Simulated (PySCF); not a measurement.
## Worked example: oscillator strength and radiative lifetime

C2H4BNO2, SMILES B1(O)C=NCO1.

Geometry: B3LYP-D3(BJ)/def2-SVP. This is a generated structure with no PubChem entry under its InChIKey; it may be hypothetical. The values are those of a single conformer.

TDDFT-PBE/def2-SVPD (PySCF 2.14.0) puts the first singlet state with f over 0.02 at 5.71 eV (vertical), with the transition dipole (0.459, 0.569, 0.000) in atomic units.

Task: Find the oscillator strength, the wavelength and the radiative lifetime that this transition would have in vacuum if emission retraced absorption.

Result: 
|μ|² = 0.5344 au, so |μ| = 1.86 D. ΔE = 5.71/27.211 = 0.2098 hartree. f = (2/3) ΔE |μ|² = 0.075 (the program prints 0.075).
λ = 1239.84/5.71 = 217 nm; ν = 46054 cm⁻¹.
Einstein's coefficient A = 0.6670 ν² f s⁻¹ (ν in cm⁻¹) = 1.1e8 s⁻¹, so τ = 1/A = 9.5 ns. This state is S2; the lower singlet has f = 0.000. The figure is the radiative limit of this one transition; relaxation, internal conversion, crossing to triplets and a medium change what is measured.
